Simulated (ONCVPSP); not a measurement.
**Which change was made? (Fe, ONCV)**

- Element: iron
- Generator: ONCVPSP 4.0.1
- Type: optimised norm-conserving Vanderbilt (ONCV)
- Functional: PBE
- Relativity: scalar-relativistic
- Frozen core: [Ar]
- Valence charge: 8
- Reference configuration: 3d6 4s1.75 (charge +0.25)
- Partial waves: 4s: rc 2.50 bohr, ncon 4, nbas 9, qcut 3.3 1/bohr, 2 projectors, debl 1.4 Ha; p scattering state at 0.33 Ha: rc 2.50 bohr, ncon 4, nbas 8, qcut 2.9 1/bohr, 2 projectors, debl 1.1 Ha; 3d: rc 1.55 bohr, ncon 4, nbas 8, qcut 8.7 1/bohr, 1 projector
- Local potential: polynomial inside 1.15 bohr (lpopt 5, dvloc0 0 Ha)
- Core correction: Teter function fitted to the true core (icmod 2), fcfact 0.25

In the p channel the program set the typed energies aside and used 0.050, 1.150 Ha.

Cutoffs, loose and tight: the cutoffs (Ha) at which the residual kinetic energy of the hardest occupied pseudo-wave falls to 1 and 0.1 mHa per electron. They do not see the model core or the augmentation charge, which bear on the density cutoff. Test errors are all-electron minus pseudo excitation energies from the reference, over the configurations 3d6 4s2; 3d6 4s1; 3d6 4s0; 3d7 4s0; variants that change the core or the reference have their own tests.

The base gives: outcome: generated, projector energies reset by the program; cutoff, loose: 34 Ha; cutoff, tight: 54 Ha; bound ghosts: s; GHOST(+) flags above zero: p; largest test error (meV): -141.

Q: After one change the result is: outcome: generated, projector energies reset by the program; cutoff, loose: 88 Ha; cutoff, tight: 104 Ha; bound ghosts: s; GHOST(+) flags above zero: p; largest test error (meV): -67. Which change was it?
A. p: rc 1.76
B. s: qcut 2.7; p: qcut 2.4; d: qcut 7.1
C. reference 3d6 4s1 4p1; wave p scattering state at 0.33 Ha: rc 2.50 bohr, ncon 4, nbas 8, qcut 2.9 1/bohr, 2 projectors, debl 1.1 Ha becomes 4p: rc 2.50 bohr, ncon 4, nbas 8, qcut 2.9 1/bohr, 2 projectors, debl 1.1 Ha
D. local potential polynomial inside 1.15 bohr (lpopt 5, dvloc0 3.5 Ha)

A: B. The others give: local potential polynomial inside 1.15 bohr (lpopt 5, dvloc0 3.5 Ha) → outcome: generated, projector energies reset by the program; cutoff, loose: 34 Ha; cutoff, tight: 54 Ha; bound ghosts: none; GHOST(+) flags above zero: s, p; largest test error (meV): -144 | p: rc 1.76 → outcome: generated; cutoff, loose: 34 Ha; cutoff, tight: 54 Ha; bound ghosts: s, p; GHOST(+) flags above zero: p; largest test error (meV): -141 | reference 3d6 4s1 4p1; wave p scattering state at 0.33 Ha: rc 2.50 bohr, ncon 4, nbas 8, qcut 2.9 1/bohr, 2 projectors, debl 1.1 Ha becomes 4p: rc 2.50 bohr, ncon 4, nbas 8, qcut 2.9 1/bohr, 2 projectors, debl 1.1 Ha → outcome: generated; cutoff, loose: 34 Ha; cutoff, tight: 54 Ha; bound ghosts: s; GHOST(+) flags above zero: p; largest test error (meV): -11.
